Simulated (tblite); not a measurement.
C₆H₁₂BNO.
Geometry (GFN2-xTB, Å), atoms numbered from 1 in this order:
```
atom  x, y, z in Å
C1     3.6026    0.5143    0.1119
C2     2.1392    0.8319   -0.1171
O3     1.7496    1.8842   -0.5544
N4     1.2932   -0.2041    0.2307
B5    -0.1197   -0.2179    0.1370
C6    -1.0360   -1.4405    0.5577
C7    -2.4370   -0.8128    0.6485
C8    -2.4564    0.2892   -0.4140
C9    -1.0655    0.9426   -0.3558
H10    3.8837   -0.3765   -0.4464
H11    3.7806    0.3337    1.1705
H12    4.2116    1.3524   -0.2142
H13    1.7683   -1.0221    0.5894
H14   -1.0337   -2.1947   -0.2346
H15   -0.7654   -1.9598    1.4778
H16   -3.2370   -1.5390    0.4997
H17   -2.5653   -0.3644    1.6357
H18   -2.6042   -0.1613   -1.3973
H19   -3.2635    1.0024   -0.2458
H20   -0.7893    1.4059   -1.3015
H21   -1.0650    1.7534    0.3765
```

Method: GFN2-xTB as coded in tblite; computed harmonic values from a numerical Hessian at the method's own geometry, unscaled. Against measured fundamentals such values can be off by several per cent, at times by over 20. One conformer, not necessarily the lowest.

Harmonic wavenumbers (cm⁻¹): 54.7, 73.4, 114.1, 117.3, 146.3, 223.1, 303.0, 315.9, 342.8, 504.4, 557.9, 575.7, 610.1, 680.3, 714.6, 778.0, 820.7, 883.1, 925.6, 932.7, 954.2, 992.6, 1001.7, 1012.8, 1051.4, 1096.0, 1112.2, 1130.5, 1194.2, 1198.6, 1209.7, 1243.2, 1261.5, 1310.0, 1318.3, 1329.1, 1368.9, 1385.0, 1456.3, 1457.1, 1467.8, 1468.4, 1494.9, 1504.9, 1770.2, 2948.2, 2962.5, 2968.3, 2982.4, 2984.4, 2991.1, 2996.6, 3018.6, 3022.0, 3026.2, 3066.2, 3411.2.

A = 4011, B = 873.8, C = 739.2 MHz; mass 125.101 u (most abundant isotopes); point group C1, symmetry number 1.

**Question.** What is the zero-point energy?

**Answer.** ½Σν̃ = 38920 cm⁻¹ = 465.60 kJ/mol.

**Question.** Give the ideal-gas entropy at 200 K and 1 bar in the rigid-rotor, harmonic-oscillator model (classical rotation).

**Answer.** Translation 160.78, rotation 117.22, vibration 77.30: S = 355.3 J/(mol K).

**Question.** And Cp and H(200 K) − H(0)?

**Answer.** Cp = 115.02 J/(mol K), of which vibrations give 81.77 (their classical limit is 57 R = 473.9); H(200 K) − H(0) = 15.08 kJ/mol without the zero-point energy, 8.42 from vibrations.

**Question.** Blend soft modes into free rotors: weight 1/[1 + (100 cm⁻¹/ν̃)⁴] for the oscillator and the rest for a rotor with moment μB/(μ + B), μ = h/(8π²ν), B = 10⁻⁴⁴ kg m². What vibrational entropy results?

**Answer.** 72.52 J/(mol K) in place of 77.30, which changes −T·S at 200 K by +0.96 kJ/mol.

**Question.** How do the functions run with temperature in this model?

**Answer.** 
| T (K) | S (J/(mol K)) | Cp (J/(mol K)) | H − H(0) (kJ/mol) | G − H(0) (kJ/mol) | ln q(vib) |
| --- | --- | --- | --- | --- | --- |
| 50 | 244.2 | 56.0 | 2.09 | -10.12 | 0.45 |
| 100 | 290.2 | 77.8 | 5.47 | -23.55 | 1.66 |
| 298.15 | 409.3 | 159.3 | 28.48 | -93.54 | 6.70 |
| 373.15 | 448.9 | 194.9 | 41.77 | -125.72 | 8.59 |
| 500 | 513.6 | 248.7 | 70.02 | -186.80 | 11.83 |
| 750 | 630.0 | 324.6 | 142.41 | -330.10 | 18.21 |
| 1000 | 730.6 | 373.9 | 230.12 | -500.49 | 24.32 |

q(vib) and H(0) count from the zero-point level.

**Question.** Which modes carry the vibrational entropy at 200 K?

**Answer.** 54.7 cm⁻¹: 16.12; 73.4 cm⁻¹: 13.72; 114.1 cm⁻¹: 10.19; 117.3 cm⁻¹: 9.97; 146.3 cm⁻¹: 8.26; 223.1 cm⁻¹: 5.22 J/(mol K); the other 51 give 13.82 together.

**Question.** What must be added to the electronic energy to get the Gibbs energy at 200 K and 1 bar?

**Answer.** ZPE + [H(200 K) − H(0)] − T·S = 465.60 + 15.08 − 71.06 = 409.62 kJ/mol.

Hindered rotation and anharmonicity are outside this model. Other conformers, if any are populated, would add a mixing term that is left out. The structure is chiral; the term R ln 2 for an equal mix with its mirror image is left out.
